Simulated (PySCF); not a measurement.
O²⁺: excitation energy

O²⁺ [He] 2s2 2p2 (3P) → O²⁺ [He] 2s1 2p2 3s1 (5P), as a difference of total energies. All numbers are calculated (PySCF 2.14, scalar relativity by spin-free X2C-1e, in aug-cc-pCVTZ-DK). Correlated levels: valence: 1s2 frozen. The calculations carry no spin-orbit coupling.

```json
{"method": "UHF", "excitation energy (eV)": "39.868"}
{"method": "MP2 (valence)", "excitation energy (eV)": "41.477"}
{"method": "SCS-MP2 (valence)", "excitation energy (eV)": "41.922"}
{"method": "CCSD (valence)", "excitation energy (eV)": "41.908"}
{"method": "CCSD(T) (valence)", "excitation energy (eV)": "41.942"}
```

Problem. How much does correlation contribute at CCSD(T) (valence)?

Solution. 41.942 − (39.868) = 2.074 eV, measured against UHF.

The promoted electron is Rydberg-like, and one or two diffuse shells describe it only roughly, which tends to raise the upper state.
